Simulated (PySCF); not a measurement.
Ligands exchanged one at a time, Ge OCH3-I. Gas-phase values, no solvent. One relaxed conformer stands for each flexible species; it need not be the lowest. Strings in code marks are SMILES.

The four lowest singlet excitations (Tamm–Dancoff). Computed with M06-2X/def2-TZVP // PBE0-D3(BJ)/def2-SVP (PySCF). Excitations are Tamm–Dancoff values on a coarser integration grid. The basis has no diffuse functions, so Rydberg states are missing or too high.

```csv
state,energy (eV),wavelength (nm),oscillator strength
S1,3.81,325,0.000
S2,3.81,325,0.000
S3,3.81,325,0.000
S4,4.35,285,0.069
```

**Question.** Identify which member gives these states.
A. `C[O][Ge]([O]C)([O]C)[O]C`
B. `C[O][Ge]([I])([I])[O]C` (C–O–Ge–I torsion -63°, I–Ge–O–C torsion -178°)
C. `[I][Ge]([I])([I])[I]`
D. `C[O][Ge]([I])([I])[I]` (C–O–Ge–I torsion 180°)

**Answer.** C, `[I][Ge]([I])([I])[I]`
